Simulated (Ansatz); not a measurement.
Ansatz (a quantum-chemistry and plane-wave program) input (CCSD(T)/def2-SVPD):

Ansatz 0.2 input:
```yaml
crystal:
  periodic: [false, false, false]
  atoms:
    - {symbol: In, position_ang: [0.94616280, -0.21979114, -0.32751983]}
    - {symbol: Br, position_ang: [-0.75500363, 1.81368730, -1.15238136]}
    - {symbol: Br, position_ang: [-0.56962429, -1.50597971, 1.61090912]}
basis:
  gaussian:
    orbitals: def2-SVPD
total_charge: -1
magnetization: {spin_polarized: false}
correlation: {method: ccsd_t, electrons: outside_noble_gas}
output: {forces: true}
```

Output:

```
Functional definition: HF
integrals: 0.20 GiB planned
1212 factors; integrals over basis functions are off by at most 2.4e-4 eV
mean field: 0.82 GiB planned
mean field evaluation 1: about -145134.9358 eV, gradient 9.7e0 eV
mean field evaluation 2: about -145134.9810 eV, gradient 9.8e0 eV
mean field evaluation 4: about -145135.3910 eV, gradient 9.1e-1 eV
mean field evaluation 8: about -145135.4041 eV, gradient 2.5e-4 eV
mean field evaluation 16: about -145135.3345 eV, gradient 8.9e-1 eV
mean field -145135.40407311 eV, -5333.6277233765 hartree, gradient 3.6e-6 eV, S^2 0.000000; 0 other end points of the search recorded, 0 dependent functions left out
37 core orbitals not correlated
reference -145135.40407311 eV, -5333.6277233765 hartree; 9, 9 occupied and 68, 68 virtual orbitals, 1212 factors
densities: 0.43 GiB planned
second order -8.27497167 eV of doubles, -0.00000000 eV of singles
coupled cluster: 0.31 GiB planned
cycle   1  -8.82145370 eV  change   -5.5e-1 eV  update   7.6e-2
cycle   2  -9.01378248 eV  change   -1.9e-1 eV  update   2.6e-2
cycle   3  -9.04957606 eV  change   -3.6e-2 eV  update   1.2e-2
cycle   4  -9.04623531 eV  change    3.3e-3 eV  update   3.0e-3
cycle   5  -9.04500533 eV  change    1.2e-3 eV  update   9.8e-4
cycle   6  -9.04502360 eV  change   -1.8e-5 eV  update   3.7e-4
cycle   7  -9.04506750 eV  change   -4.4e-5 eV  update   1.3e-4
cycle   8  -9.04508182 eV  change   -1.4e-5 eV  update   5.1e-5
cycle   9  -9.04508207 eV  change   -2.4e-7 eV  update   1.6e-5
cycle  10  -9.04507830 eV  change    3.8e-6 eV  update   5.4e-6
cycle  11  -9.04507760 eV  change    7.1e-7 eV  update   1.9e-6
perturbative correction -0.27384721 eV, -0.0100636994 hartree
the calculation of the forces begins
Total energy: -145144.72299792 eV, -5333.9701875466 hartree
Atom 0 at     0.946163    -0.219791    -0.327520 Å, force     0.184207    -0.042791    -0.063764 eV/Å
Atom 1 at    -0.755004     1.813687    -1.152381 Å, force    -0.095958     0.090427    -0.025580 eV/Å
Atom 2 at    -0.569624    -1.505980     1.610909 Å, force    -0.088249    -0.047636     0.089344 eV/Å
Dipole moment:     0.577896    -0.134244    -0.200042 e Å
```
